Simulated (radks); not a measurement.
The silicon ion Si+ inside a hard spherical wall (all orbitals vanish at R), configuration held at [Ne] 3s2 3p1 and not refilled when levels cross. Method: non-relativistic Kohn-Sham, r2SCAN, spin-polarised, spherical densities, point nucleus; open shells are filled with parallel spins first; meta-GGA in the generalised Kohn-Sham scheme; computed with a radial shooting solver on a logarithmic mesh with Libxc functionals. Eigenvalues in eV for spin up, with the zero of energy where the potential of the charges vanishes at infinity; a dash marks a level that is unbound or too diffuse for the functional's potential to be trusted. A positive occupied level is held by the wall or, in an anion where self-interaction has pushed it up, behind a barrier. The pressure on the wall is -dE/dV.

| R (bohr) | E (hartree) | kinetic (hartree) | e(2s) | e(2p) | e(3s) | e(3p) | e(4s, empty) | e(3d, empty) | pressure (GPa) |
|---|---|---|---|---|---|---|---|---|---|
| free | -289.03389 | 288.628 | -152.38 | -107.29 | -19.919 | -12.184 | - | - | 0 |
| 20 | -289.03389 | 288.628 | -152.38 | -107.29 | -19.919 | -12.184 | - | - | < 0.0001 |
| 15 | -289.03389 | 288.628 | -152.38 | -107.29 | -19.919 | -12.184 | - | -3.143 | < 0.0001 |
| 12 | -289.03389 | 288.628 | -152.38 | -107.29 | -19.919 | -12.184 | -3.615 | -3.123 | < 0.0001 |
| 8 | -289.03369 | 288.630 | -152.36 | -107.27 | -19.909 | -12.170 | -2.476 | -2.824 | 0.0125 |
| 6 | -289.02814 | 288.679 | -152.08 | -107.00 | -19.745 | -11.925 | 1.225 | -1.814 | 0.615 |
| 5 | -289.00394 | 288.842 | -151.30 | -106.21 | -19.242 | -11.180 | 6.923 | -0.168 | 4.63 |
| 4 | -288.88014 | 289.471 | -148.84 | -103.75 | -17.322 | -8.502 | 21.294 | 4.079 | 36.9 |
| 3.5 | -288.68574 | 290.269 | -146.27 | -101.18 | -14.778 | -5.174 | 36.258 | 8.468 | 110 |
| 2.5 | -287.14865 | 295.080 | -135.46 | -90.324 | 2.451 | 15.061 | 112.28 | 29.686 | 1260 |
| 1.5 | -274.81556 | 325.852 | -99.395 | -52.581 | 124.38 | 134.83 | 474.99 | 119.75 | 35800 |
